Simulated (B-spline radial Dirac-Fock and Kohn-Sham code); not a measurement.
A summary of the ionisation energies of titanium (Z = 22) against charge, from relaxed Dirac-Fock hole states (ΔSCF) with Breit and QED corrections and a finite nucleus and from the NIST table. The largest relative steps of the computed values, from charge +5 on, come at Ti⁵⁺ (17 electrons left, 98.30 to 119.6 eV); Ti¹⁰⁺ (12 electrons left, 215.0 to 262.6 eV); Ti¹²⁺ (10 electrons left, 290.9 to 788.0 eV); Ti²⁰⁺ (2 electrons left, 1425.1 to 6247.6 eV). The median of |NIST − computed| / NIST over the 22 ions is 0.51 %.

```csv
charge,computed (eV),NIST (eV)
0,5.84,6.82812
1,12.72,13.5755
2,25.52,27.49171
3,42.21,43.26717
4,98.30,99.299
5,119.6,119.533
6,142.0,140.68
7,165.4,170.5
8,189.7,192.1
9,215.0,215.92
10,262.6,265.07
11,290.9,291.5
12,788.0,787.67
13,868.0,864
14,950.9,944.5
15,1036.7,1042.5
16,1125.4,1130.2
17,1217.0,1220.3
18,1340.0,1346.3
19,1425.1,1425.257
20,6247.6,6249.023
21,6625.9,6625.81
```
